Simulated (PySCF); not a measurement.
Gas-phase reaction: 3 GeH₂Cl₂ = 2 GeH₃Cl + GeCl₄

Computed with PySCF and rigid-rotor harmonic-oscillator thermochemistry at 1 bar. † marks an energy on the PBE0/def2-TZVP geometry and frequencies; other levels use their own. MP2 and CCSD(T) freeze the core. 6-31G* has spherical d functions here. All species are closed-shell singlets. B3LYP is the form with VWN-RPA correlation. Ge: all electrons, no relativistic terms. MP2 isn't extrapolated to the basis-set limit. CCSD(T) isn't extrapolated to the basis-set limit.

```
level               ΔH°(298 K), kJ
------------------  --------------
B3LYP/6-31G*                   ___
B3LYP/def2-TZVP†                17
BLYP/def2-TZVP†                ___
CCSD(T)/def2-SVP†                5
HF/def2-TZVP†                  ___
MP2/def2-SVP†                  ___
PBE/def2-TZVP†                  14
ωB97X-V/def2-TZVP†              12
```

Q: Some entries are withheld; supply them.

A: 
- B3LYP/6-31G*, ΔH°(298 K), kJ: 18
- BLYP/def2-TZVP†, ΔH°(298 K), kJ: 17
- HF/def2-TZVP†, ΔH°(298 K), kJ: 22
- MP2/def2-SVP†, ΔH°(298 K), kJ: 4
